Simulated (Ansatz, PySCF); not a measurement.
Energy difference 4 R1 + R2 → 4 P1 + P2, each structure at its B3LYP-D3(BJ)/def2-TZVP stationary point, reached from a drawn start (curvature not checked).
P1, H2 (SMILES [H][H]) (charge 0, multiplicity 1):
```xyz
2

H      0.000     0.000     0.372
H      0.000     0.000    -0.372
```
R1: HCl (SMILES Cl), charge 0, multiplicity 1.
R2: SiH4 (SMILES [SiH4]), charge 0, multiplicity 1.
P2, SiCl4 (SMILES Cl[Si](Cl)(Cl)Cl) (charge 0, multiplicity 1, Z-matrix in Å and degrees):
```
Si
Cl 1 2.0325
Cl 1 2.0325 2 109.47
Cl 1 2.0325 2 109.47 3 -120.00
Cl 1 2.0325 2 109.47 3 120.00
```

P less R. No zero-point or thermal terms.

Programs: Ansatz (Gaussian basis) for Hartree–Fock, density functionals and correlated methods; PySCF for the D3/D4 terms. All values are computed, each at the level named.

Problem. What reaction energy does PBE/def2-TZVPP give?

Solution. -67.4 kcal/mol

Problem. Estimate the reaction energy that PBE-D3(BJ)/def2-TZVPP returns for this input.

Solution. -71.0 kcal/mol

Problem. What is the computed reaction energy (BLYP-D4/def2-TZVPP)?

Solution. -72.7 kcal/mol

Ansatz is a quantum-chemistry and plane-wave program.
